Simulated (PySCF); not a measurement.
[Hf(Br)(H)3], neutral singlet in the gas phase. 

Cartesian coordinates (Å):
```xyz
5

Hf    -0.0102    -0.0255    -0.0211
Br    -0.7341    -1.8137    -1.5987
H     -0.3308    -0.5546     1.7179
H     -0.9463     1.5289    -0.3593
H      1.7946     0.3023    -0.2270
```
Charge 0, spin multiplicity 1.

All levels are single points at this geometry (TPSS-D3(BJ)/def2-SVP); Pople sets use spherical d functions. Orbital energies aren't observables, and empty levels follow the basis.

PBE-D3(BJ)/def2-TZVP in PySCF gives HOMO (eV) = -7.26.

**Question.** Estimate the HOMO (eV) from each of these levels: TPSSh-D3(BJ)/def2-TZVP in PySCF; B3LYP/6-31G* (LANL2DZ on Hf) in PySCF; BP86/6-31G* (LANL2DZ on Hf) in PySCF; PBE/6-31G* (LANL2DZ on Hf) in PySCF; SVWN5/6-31G* (LANL2DZ on Hf) in PySCF.

**Answer.** 
| level | HOMO (eV) |
|---|---|
| TPSSh-D3(BJ)/def2-TZVP in PySCF | -8.04 |
| B3LYP/6-31G* (LANL2DZ on Hf) in PySCF | -8.70 |
| BP86/6-31G* (LANL2DZ on Hf) in PySCF | -7.69 |
| PBE/6-31G* (LANL2DZ on Hf) in PySCF | -7.57 |
| SVWN5/6-31G* (LANL2DZ on Hf) in PySCF | -7.58 |
